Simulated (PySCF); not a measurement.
## As2 at TPSS

Level: TPSS. PySCF, spin-free X2C with a Gaussian nucleus, basis sets As x2c-TZVPPall.

* state: ¹Σg⁺ (singlet), closed shell
* bond length: 2.104 Å
* harmonic wavenumber: 440 cm⁻¹
* force constant: 4.28 mdyn/Å
* rotational constant Be: 0.1016 cm⁻¹
* anharmonicity ωexe: 0.860 cm⁻¹
* vibration–rotation constant αe: 0.000284 cm⁻¹
* well depth De to As + As: 4.09 eV
* dissociation energy D0: 4.06 eV
* HOMO–LUMO gap: 3.22 eV
* bond order (Mayer): 2.94
